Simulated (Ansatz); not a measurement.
Geometry optimisation, RKS PBE0-D4/def2-SVP (Ansatz).

Input file:

```yaml
crystal:
  periodic: [false, false, false]
  atoms:
    - { symbol: Sn, position_ang: [0.0, 0.0, 0.0] }
    - { symbol: H, position_ang: [0.0, 0.0, 2.09] }
    - { symbol: H, position_ang: [1.6408, 0.0, -0.5794] }
    - { symbol: H, position_ang: [-0.8195, 1.4198, -0.5794] }
    - { symbol: H, position_ang: [-0.8195, -1.4198, -0.5794] }
    - { symbol: F, position_ang: [-2.0593, 0.0, 0.6842] }
    - { symbol: H, position_ang: [-1.0838, 0.0, 1.8933] }
basis:
  gaussian: { orbitals: def2-SVP }
hamiltonian:
  xc: pbe0
  dispersion: d4
relax:
  f_tol: 0.15
  max_steps: 25
  restrain:
    - { distance: [0, 5], at: 1.87, k: 30.0 }
    - { distance: [6, 1], at: 0.66, k: 30.0 }
    - { distance: [0, 1], at: 2.94, k: 30.0 }
    - { distance: [6, 5], at: 2.12, k: 30.0 }
```

Run as:

```bash
$ ansatz run input.yaml --threads 1 --pin off --max-ram 2048MiB --backend cpu --events-out ev --progress --plain --runs-dir out
```

Problem. Where does it end, and by what steps?

Solution. It converged. The restraints hold the end off the free minimum; the threshold counts their pulls, which the force column leaves out. Restrained pairs: Sn1–F6 (2.17 → 1.91 Å), H2–H7 (1.10 → 0.72 Å), Sn1–H2 (2.09 → 2.95 Å), F6–H7 (1.55 → 2.12 Å). After 8 steps the energy has fallen by 2.734 eV (the restraints' own energy left out); H3 moved furthest, 1.12 Å.

```json
{"step": "0", "energy less start (eV)": "0.0000", "largest force component (eV/Å)": "2.734", "accepted": "yes"}
{"step": "1", "energy less start (eV)": "-0.5175", "largest force component (eV/Å)": "1.540", "accepted": "yes"}
{"step": "2", "energy less start (eV)": "-0.7684", "largest force component (eV/Å)": "1.969", "accepted": "yes"}
{"step": "3", "energy less start (eV)": "-1.4337", "largest force component (eV/Å)": "2.423", "accepted": "yes"}
{"step": "4", "energy less start (eV)": "-2.0123", "largest force component (eV/Å)": "1.897", "accepted": "yes"}
{"step": "5", "energy less start (eV)": "-2.3815", "largest force component (eV/Å)": "1.473", "accepted": "yes"}
{"step": "6", "energy less start (eV)": "-2.6134", "largest force component (eV/Å)": "1.561", "accepted": "yes"}
{"step": "7", "energy less start (eV)": "-2.7192", "largest force component (eV/Å)": "1.744", "accepted": "yes"}
{"step": "8", "energy less start (eV)": "-2.7340", "largest force component (eV/Å)": "1.794", "accepted": "yes"}
```

```xyz
7
Properties=species:S:1:pos:R:3
Sn -0.471 0.000 -0.450
H 0.160 0.000 2.432
H 1.030 0.000 0.358
H -0.705 1.434 -1.352
H -0.705 -1.434 -1.352
F -1.893 0.000 0.821
H -0.557 0.000 2.472
```

The run took 18 s on 1 thread of Arm Neoverse V2, with other jobs on the host, peak memory 0.12 GiB.
